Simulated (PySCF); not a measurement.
Working out the excitation energy of Cl⁺

Cl⁺ [Ne] 3s2 3p4 (3P) → Cl⁺ [Ne] 3s1 3p4 4s1 (5P). Calculation: PySCF 2.14, in aug-cc-pV(D+d)Z (5s4p3d, 32 functions); the non-relativistic Hamiltonian (point nucleus). Frozen: [Ne]. Energies in hartree (1 hartree = 27.21139 eV):

```
             part  Cl⁺ (lower)  Cl⁺ (upper)
              UHF  -459.038417  -458.103345
MP2 opposite-spin    -0.070594    -0.069486
    MP2 same-spin    -0.023302    -0.028018
```

What does Hartree-Fock give?

(-458.103345) − (-459.038417) = 0.935072 hartree = 25.445 eV.

What do MP2 and SCS-MP2 (6/5 opposite-spin, 1/3 same-spin) give?

The opposite-spin parts differ by 0.030 eV and the same-spin parts by -0.128 eV. MP2: 25.445 + (0.030) + (-0.128) = 25.347 eV. SCS-MP2: 25.445 + 1.2 × (0.030) + (-0.128)/3 = 25.438 eV.

The upper state lies above the first ionisation limit, where it may autoionise and the basis confines it. A Rydberg-like electron needs more diffuse functions than a valence basis has.
